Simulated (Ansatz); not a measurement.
Si(SiH3)4 (Si₅H₁₂). Total charge 0; triplet. Geometry PBE-D4/def2-SVP, that of the neutral singlet; atoms count from 1.

Cartesian coordinates in Å:
```
Si 0.001 -0.001 0.002
Si 1.932 1.327 0.178
H 3.142 0.459 0.399
H 1.804 2.282 1.336
H 2.133 2.123 -1.085
Si 0.242 -1.495 -1.797
H -0.996 -2.341 -1.941
H 1.423 -2.401 -1.568
H 0.458 -0.733 -3.078
Si -1.866 1.376 -0.373
H -2.024 2.360 0.756
H -3.117 0.541 -0.465
H -1.700 2.140 -1.660
Si -0.306 -1.210 1.993
H 0.889 -2.086 2.262
H -1.531 -2.081 1.890
H -0.482 -0.264 3.153
```

At PBE0-D4/def2-TZVP a singlet of charge 0 lies 5.70 eV below the triplet at the same geometry.

Problem. Estimate the Mulliken populations from the PBE0/def2-TZVP orbitals of Ansatz.

Solution. 
| atom | charge (e) | spin (α − β) |
| --- | --- | --- |
| Si1 | -0.08 | 0.71 |
| Si2 | 0.02 | 0.00 |
| H3 | 0.01 | 0.01 |
| H4 | 0.01 | 0.01 |
| H5 | 0.00 | 0.00 |
| Si6 | -0.01 | 0.47 |
| H7 | 0.02 | -0.01 |
| H8 | -0.01 | 0.16 |
| H9 | 0.02 | -0.01 |
| Si10 | -0.01 | 0.47 |
| H11 | -0.01 | 0.16 |
| H12 | 0.02 | -0.01 |
| H13 | 0.02 | -0.01 |
| Si14 | 0.02 | 0.00 |
| H15 | 0.01 | 0.01 |
| H16 | 0.00 | 0.00 |
| H17 | 0.01 | 0.01 |
Mulliken values depend strongly on the basis.

Problem. Where does the spin sit?

Solution. Summed by element: Si 1.66, H 0.34, of 2 unpaired in all. Largest on single atoms: Si1 0.71, Si10 0.47, Si6 0.47.

Problem. And the Mayer bond orders between heavy atoms (over 0.3)?

Solution. Si1–Si2 0.92 (2.35 Å); Si1–Si6 0.90 (2.35 Å); Si1–Si10 0.89 (2.35 Å); Si1–Si14 0.92 (2.35 Å).
